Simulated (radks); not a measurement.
Values are calculated unless marked as measured or tabulated.
The oxygen ion O+ inside a hard spherical wall (all orbitals vanish at R), configuration held at [He] 2s2 2p3 and not refilled when levels cross. Code: a radial shooting solver on a logarithmic mesh with Libxc functionals. Model: non-relativistic Kohn-Sham, LDA (Slater exchange, Perdew-Wang correlation), spin-unpolarised, spherical densities, point nucleus. Eigenvalues in eV, with the zero of energy where the potential of the charges vanishes at infinity; a dash marks a level that is unbound or too diffuse for the functional's potential to be trusted. A positive occupied level is held by the wall or, in an anion where self-interaction has pushed it up, behind a barrier. The pressure on the wall is -dE/dV.

\begin{tabular}{lrrrrrrrr}
R (bohr) & E (hartree) & kinetic (hartree) & e(1s) & e(2s) & e(2p) & e(3s, empty) & e(3p, empty) & pressure (GPa) \\ \hline
free & -73.86092 & 73.537 & -529.29 & -39.349 & -24.597 & -5.902 & -3.716 & 0 \\
12 & -73.86092 & 73.537 & -529.29 & -39.349 & -24.597 & -5.898 & -3.679 & < 0.0001 \\
10 & -73.86092 & 73.537 & -529.29 & -39.349 & -24.597 & -5.872 & -3.569 & < 0.0001 \\
8 & -73.86092 & 73.537 & -529.29 & -39.349 & -24.597 & -5.703 & -3.152 & < 0.0001 \\
7 & -73.86091 & 73.537 & -529.29 & -39.348 & -24.597 & -5.405 & -2.602 & 0.000608 \\
5 & -73.86019 & 73.545 & -529.23 & -39.309 & -24.552 & -2.734 & 1.088 & 0.169 \\
3.5 & -73.83197 & 73.754 & -527.95 & -38.512 & -23.615 & 9.043 & 13.958 & 13.6 \\
3 & -73.76203 & 74.165 & -525.82 & -37.140 & -22.017 & 21.039 & 25.712 & 63.5 \\
2.5 & -73.51860 & 75.328 & -520.58 & -33.502 & -17.930 & 45.576 & 48.298 & 321 \\
2 & -72.64160 & 78.606 & -508.20 & -23.333 & -7.296 & 100.81 & 96.114 & 1850 \\
\end{tabular}
